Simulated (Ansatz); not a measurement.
Relaxation of ClGaH4OSSi (9 atoms, charge 0, multiplicity 1), to a largest force component of 0.02 eV/Å in at most 50 steps.

Theory: Ansatz 0.2.0, RKS PBE0-D4/def2-SVP.

```xyz
9
Properties=species:S:1:pos:R:3:forces:R:3
S -1.054 1.901 1.315 0.61 0.73 -0.32
Si 0.744 0.977 0.588 -0.73 2.11 1.98
Cl 1.693 2.238 -0.629 0.56 0.72 -0.61
O 0.304 -0.373 -0.205 1.97 3.40 0.83
Ga -0.336 -1.684 -1.161 -4.28 -6.06 -3.11
H -1.736 0.770 1.436 -0.26 -0.73 0.06
H 1.581 0.543 1.694 0.49 -0.18 0.26
H 0.265 -1.882 -2.567 0.67 0.69 -1.37
H 0.648 -1.232 0.146 0.97 -0.67 2.26
```

**Question.** Where does it end, and by what steps?

**Answer.** It converged. After 38 steps the energy has fallen by 3.173 eV; H8 moved furthest, 2.32 Å. Parted: Ga5–H9. Joined: Si2–Ga5, Si2–H8.

| step | energy less start (eV) | largest force component (eV/Å) | accepted |
| --- | --- | --- | --- |
| 0 | 0.0000 | 6.062 | yes |
| 2 | -2.0164 | 1.984 | yes |
| 4 | -2.5171 | 0.619 | yes |
| 6 | -2.5990 | 0.228 | yes |
| 8 | -2.6548 | 0.344 | yes |
| 10 | -2.7000 | 0.154 | yes |
| 12 | -2.7209 | 0.225 | yes |
| 14 | -2.7301 | 0.295 | yes |
| 16 | -2.7393 | 0.703 | yes |
| 18 | -2.7836 | 0.758 | yes |
| 20 | -2.8226 | 0.363 | yes |
| 22 | -2.8927 | 0.277 | yes |
| 24 | -3.0663 | 0.403 | yes |
| 26 | -3.1227 | 0.175 | yes |
| 28 | -3.1333 | 0.062 | yes |
| 30 | -3.1440 | 0.206 | yes |
| 32 | -3.1632 | 0.320 | yes |
| 34 | -3.1705 | 0.089 | yes |
| 36 | -3.1725 | 0.024 | yes |
| 38 | -3.1725 | 0.004 | yes |

```xyz
9
Properties=species:S:1:pos:R:3
S -1.687 1.286 0.482
Si 0.241 0.407 0.151
Cl 1.794 1.194 -1.162
O 0.648 -1.290 0.278
Ga 0.745 -1.395 -1.947
H -1.388 1.861 1.670
H 0.914 0.843 1.424
H -0.461 -0.128 -1.231
H 1.301 -1.519 0.952
```

The run took 3.2 min on 2 threads of Arm Neoverse V1, on a shared host, peak memory 0.32 GiB.
